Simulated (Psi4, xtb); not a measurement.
Intermolecular potential of C2H4 ··· CS2 (SMILES C=C and S=C=S). Monomers: optimised at B3LYP-D3(BJ) (def2-TZVP), held rigid. Orientation: lowest of the rigid-body minima from ten starts at GFN2-xTB. R is the distance of the centres of mass, along which the second monomer moves. The table gives interaction energies.

| R / Å | A | B | C |
|---|---|---|---|
| 2.80 | 32.02 | 6.44 | 60.68 |
| 2.99 | 13.67 | -0.93 | 35.85 |
| 3.21 | 2.82 | -4.17 | 19.17 |
| 3.40 | -1.48 | -4.90 | 11.04 |
| 3.57 | -3.15 | -4.86 | 6.71 |
| 3.82 | -3.73 | -4.36 | 3.22 |
| 4.07 | -3.35 | -3.72 | 1.57 |
| 4.43 | -2.45 | -2.83 | 0.59 |
| 4.89 | -1.49 | -1.90 | 0.22 |
| 5.57 | -0.69 | -1.00 | 0.10 |
| 6.61 | -0.23 | -0.39 | 0.06 |
| 7.92 | -0.07 | -0.13 | 0.03 |

Energies in kJ/mol.

Q: Match the curves with the methods GFN1-xTB in xtb 6.7.1; HF/aug-cc-pVDZ, counterpoise-corrected in Psi4; Psi4 with DF-SCS-MP2/aug-cc-pVDZ, frozen core, counterpoise-corrected.

A: A is SCS-MP2/aug-cc-pVDZ; B is GFN1-xTB; C is HF/aug-cc-pVDZ.
